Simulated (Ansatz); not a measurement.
Molecule: Hg2 (charge +1, doublet). SMILES: [Hg][Hg+]

Atoms: Hg1, Hg2. Bonds: Hg1-Hg2.

Bond lengths (Å) and angles (degrees) optimised at HF/LANL2DZ with Ansatz (a program for electronic structure); PBE/LANL2DZ with Ansatz; B3LYP/LANL2DZ with Ansatz; MP2/LANL2DZ with Ansatz, each started from the B3LYP-D3(BJ)/def2-TZVP structure (Ansatz) of the last column. A row stands for all coordinates that are equal there.

```csv
coordinate,HF/LANL2DZ,PBE/LANL2DZ,B3LYP/LANL2DZ,MP2/LANL2DZ,B3LYP-D3(BJ)/def2-TZVP
Hg1-Hg2,2.966,3.168,3.142,2.865,2.874
```

Mean signed difference of all 1 bond lengths from B3LYP-D3(BJ)/def2-TZVP: HF/LANL2DZ 0.092 Å, PBE/LANL2DZ 0.294 Å, B3LYP/LANL2DZ 0.268 Å, MP2/LANL2DZ -0.009 Å.
